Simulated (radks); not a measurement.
Initial-state core-level shifts of neutral manganese when its valence configuration changes from [Ar] 3d5 4s2. Method: scalar-relativistic Kohn-Sham, r2SCAN, spin-unpolarised, spherical densities, finite nucleus; meta-GGA in the generalised Kohn-Sham scheme; Fermi nuclear charge, rms radius 3.7057 fm; computed with a radial shooting solver on a logarithmic mesh with Libxc functionals. Shifts are changes of the shell-averaged eigenvalues in eV (positive: less bound); the change of the density at the nucleus, which sets a Mossbauer isomer shift, is in e/bohr^3, on a base of 1.325e+04.

[
 {"valence": "3d6 4s1", "1s": "+4.314", "2s": "+4.899", "2p": "+4.854", "3s": "+4.383", "density at nucleus": "-6.980"},
 {"valence": "3d4 4s1 4p2", "1s": "-9.142", "2s": "-9.849", "2p": "-9.799", "3s": "-8.843", "density at nucleus": "-1.638"},
 {"valence": "3d4 4s2 4p1", "1s": "-7.625", "2s": "-8.400", "2p": "-8.346", "3s": "-7.360", "density at nucleus": "+4.469"},
 {"valence": "3d5 4s1 4p1", "1s": "-1.678", "2s": "-1.579", "2p": "-1.585", "3s": "-1.663", "density at nucleus": "-4.925"},
 {"valence": "3d3.5 4s1 4p2.5", "1s": "-13.334", "2s": "-14.546", "2p": "-14.465", "3s": "-12.720", "density at nucleus": "+0.419"},
 {"valence": "3d3 4s2 4p2", "1s": "-16.401", "2s": "-18.225", "2p": "-18.109", "3s": "-15.392", "density at nucleus": "+10.179"},
 {"valence": "3d4.5 4s2 4p0.5", "1s": "-3.656", "2s": "-4.005", "2p": "-3.980", "3s": "-3.576", "density at nucleus": "+2.053"},
 {"valence": "3d5 4s1.5 4p0.5", "1s": "-0.865", "2s": "-0.816", "2p": "-0.819", "3s": "-0.858", "density at nucleus": "-2.437"},
 {"valence": "3d7", "1s": "+6.770", "2s": "+7.727", "2p": "+7.651", "3s": "+7.024", "density at nucleus": "-11.674"}
]
